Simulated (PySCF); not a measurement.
Nb(NH)Cl3 (singlet state).
SMILES: `[NH]=[Nb]([Cl])([Cl])[Cl]`

Computed, not measured: TDDFT PBE0/def2-SVPD, vertical, gas phase, core orbitals frozen in the response, def2 core potentials past Kr (PySCF 2.14.0, density-fitted response routines). Geometry: PBE0-D3(BJ)/def2-SVP; no solvent, vibrations or thermal averaging. Spin–orbit coupling is left out.

```tsv
state	E (eV)	λ (nm)	f	main configurations (H = HOMO, L = LUMO)
S1	4.26	291.2	0.0000	H-1/H→L (≥55%), H-1/H→L+1 (≥27%)
S2	4.41	281.3	0.0025	H-1/H→L+1 (≥55%), H-1/H→L (≥33%)
S3	4.41	281.2	0.0027	H-1/H→L (≥55%), H-1/H→L+1 (≥36%)
S4	4.49	276.4	0.0073	H-1/H→L+1 (≥55%), H-1/H→L (≥31%)
S5	5.33	232.6	0.019	H-2→L (82%)
S6	5.35	231.9	0.019	H-2→L+1 (81%)
S7	5.58	222.0	0.0000	H-4→L+1 (30%), H-3→L (28%), H-3→L+1 (14%)
S8	5.59	221.6	0.0001	H-5→L (89%)
S9	5.60	221.3	0.0003	H-5→L+1 (65%), H-3→L+1 (14%)
```

Triplets (Tamm–Dancoff): T1 3.98 eV, H-1/H→L (≥44%), H-1/H→L+1 (≥24%); T2 4.09 eV, H-1/H→L (≥57%), H-1/H→L+1 (≥33%); T3 4.09 eV, H-1/H→L+1 (≥46%), H-1/H→L (≥45%); T4 4.15 eV, H-1/H→L+1 (≥63%), H-1/H→L (≥20%).

The lowest singlet lies at 4.26 eV (291 nm, ultraviolet) and is dark (f under 0.0005); its leading configuration is HOMO-1/HOMO→LUMO (≥55%). The largest oscillator strength of a single state is 0.019. S2/S3 and S8/S9 lie within about 0.01 eV of each other in each set. For S1 the Löwdin share of niobium is 9% in HOMO and 66% in LUMO (ligand-to-metal charge transfer by this measure). Weighted by f, the mean energy of these states is 5.13 eV. Orbital energies (eV): HOMO-3 -10.09, HOMO-2 -9.60, HOMO-1 -8.97, HOMO -8.96, LUMO -3.00, LUMO+1 -2.98, LUMO+2 -1.42. The listed states span 1.34 eV, and the widest gap between neighbours is 0.84 eV (S4 to S5). Orbitals of the list HOMO-3 to LUMO+2 that lie within 0.01 eV of each other are written together with a slash and their weights summed (≥ marks a lower bound); for degenerate orbitals outside that list single weights are arbitrary. The window holds the lowest 10 singlets. The highest level found (5.61 eV, f 0.0008 so far) is left out, since the window may have cut off a degenerate partner.

The run took 17 s on one thread of an Arm Neoverse V1, no GPU (shared host).
